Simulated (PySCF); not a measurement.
Vertical excitations of a molecule C2H8GeOSi from TDA-M06-2X/def2-SVPD (PySCF 2.14.0), as energy in eV (oscillator strength): 6.17 (0.090), 6.41 (0.142), 6.56 (0.191), 6.72 (0.033), 6.78 (0.010), 6.86 (0.039), 6.99 (0.008), 7.21 (0.017), 7.24 (0.019), 7.59 (0.057). Lowest triplet (TDA): 5.26 eV. The structure is a stationary point at r2SCAN-D4/def2-SVP. Other conformers were not sampled.

Which structure fits?
A. O=[CH][GeH2][CH2][SiH3]
B. [OH][GeH2]/[CH]=C/[SiH3]
C. [CH2]1O[SiH2][CH2][GeH2]1
D. C[Si@H]1O[CH2][GeH2]1

D, C[Si@H]1O[CH2][GeH2]1
